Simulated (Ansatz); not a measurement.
`B[CH2][GeH3]` + `[NH2][AlH2]` → `B[NH][AlH2]` + `[CH3][GeH3]` at 298.15 K and 1 bar (ligand exchange at a B–C bond).

Gas-phase electronic energies from Ansatz, PBE0-D4/def2-TZVP geometries. CCSD(T)/CBS adds triple-zeta CCSD(T) − MP2 to the extrapolated MP2 energy (def2 sets, frozen cores). This one scheme is used for every species. For Ge outer-core shells are correlated without core-valence functions, which leaves a few kJ/mol of doubt a bond. Scalar relativity is left out up to krypton.

```
       species  CCSD(T)/CBS energy (Eh)  H − E (kJ/mol)  S (J/(mol·K))
`B[CH2][GeH3]`              -2143.14744           203.7          320.9
 `[NH2][AlH2]`               -299.14566           115.0          251.7
 `B[NH][AlH2]`               -324.56557           151.1          289.3
 `[CH3][GeH3]`              -2117.76728           170.1          269.4
```

H − E and S are ideal-gas, rigid-rotor, harmonic terms from PBE0-D4/def2-TZVP. 1 Eh = 2625.50 kJ/mol, R = 8.31446 J/(mol·K).

Task: By hand: ΔE, ΔH, ΔS and ΔG.

Result: ΔE = (-324.56557) + (-2117.76728) − (-2143.14744) − (-299.14566) = -0.03975 Eh = -104.4 kJ/mol. Δ(H − E) = 151.1 + 170.1 − 203.7 − 115.0 = 2.5, so ΔH = -101.9 kJ/mol. ΔS = 289.3 + 269.4 − 320.9 − 251.7 = -13.9 J/(mol·K). ΔG = -101.9 − 298.15 × (-13.9)/1000 = -97.8 kJ/mol.

Task: By hand: the equilibrium constant, and the temperature at which ΔG would vanish if ΔH and ΔS stayed fixed.

Result: log₁₀ K = −ΔG/(RT ln 10) = 17.1. ΔG = 0 at ΔH/ΔS = 7331 K, far beyond where these terms or the molecules hold.

The number of gas molecules stays the same, so ΔS is small and ΔH decides. A doubt of 5 kJ/mol in ΔE shifts log₁₀ K by 0.9 here. Modes under 60 cm⁻¹, often nearly free rotors, make the harmonic entropy too high. These are equilibria of isolated gas molecules and say nothing of rates. Largest T1 diagnostic: 0.012 (customary marks: 0.02 for closed shells, 0.045 for open ones).
